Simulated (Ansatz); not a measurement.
`N#CBCl` + `O[SiH3]` → `[SiH3]OBCl` + `C#N` at 700 K and 1 bar (ligand exchange at a B–C bond).

Calculated with Ansatz (gas phase, PBE0-D4/def2-TZVP geometries, no zero-point term in ΔE). CBS: MP2 limit from def2 TZ/QZ plus the TZ coupled-cluster correction, frozen cores. This one scheme is used for every species. Each species was taken in one conformer, which may not be the lowest.

```csv
species,CCSD(T)/CBS energy (Eh),H − E (kJ/mol),S (J/(mol·K))
`N#CBCl`,-577.94276,101.9,350.1
`O[SiH3]`,-366.69042,144.6,321.6
`[SiH3]OBCl`,-851.35221,179.6,418.2
`C#N`,-93.32098,68.7,235.2
```

H − E and S are ideal-gas, rigid-rotor, harmonic terms from PBE0-D4/def2-TZVP, for one conformer and one mirror image of each species. 1 Eh = 2625.50 kJ/mol, R = 8.31446 J/(mol·K).

Problem. By hand: ΔE, ΔH, ΔS and ΔG.

Solution. ΔE = (-851.35221) + (-93.32098) − (-577.94276) − (-366.69042) = -0.04001 Eh = -105.0 kJ/mol. Δ(H − E) = 179.6 + 68.7 − 101.9 − 144.6 = 1.8, so ΔH = -103.2 kJ/mol. ΔS = 418.2 + 235.2 − 350.1 − 321.6 = -18.3 J/(mol·K). ΔG = -103.2 − 700 × (-18.3)/1000 = -90.4 kJ/mol.

Problem. By hand: the equilibrium constant, and the temperature at which ΔG would vanish if ΔH and ΔS stayed fixed.

Solution. log₁₀ K = −ΔG/(RT ln 10) = 6.7. ΔG = 0 at ΔH/ΔS = 5639 K, far beyond where these terms or the molecules hold.

ΔH outweighs TΔS. A doubt of 5 kJ/mol in ΔE shifts log₁₀ K by 0.4 here. Other conformers and mirror images would add mixing entropy, several J/(mol·K) or more a flexible species. These are equilibria of isolated gas molecules and say nothing of rates. Largest T1 diagnostic: 0.014 (customary marks: 0.02 for closed shells, 0.045 for open ones).
